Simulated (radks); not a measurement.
The numbers below are computed, except where a source is named.
Question: The niobium ion Nb12+ is in [Ar] 3d10 4s1. Code: a radial shooting solver on a logarithmic mesh with Libxc functionals. Model: Dirac Kohn-Sham, relativistic LDA (MacDonald-Vosko exchange, VWN5 correlation), spin-unpolarised, spherical densities, finite nucleus; Fermi nuclear charge, rms radius of each element as measured or else 0.836 A^(1/3) + 0.57 fm. Sub-shells are occupied by j as written (lower j first in brackets). One electron is removed from 3d3/2, 3p3/2, 4s1/2, 3d5/2 in turn, with full relaxation. Which removal costs least, and what does each cost?

Answer: 4s1/2 269.78 eV; 3d5/2 454.36 eV; 3d3/2 457.49 eV; 3p3/2 598.78 eV. The 4s1/2 electron leaves first.
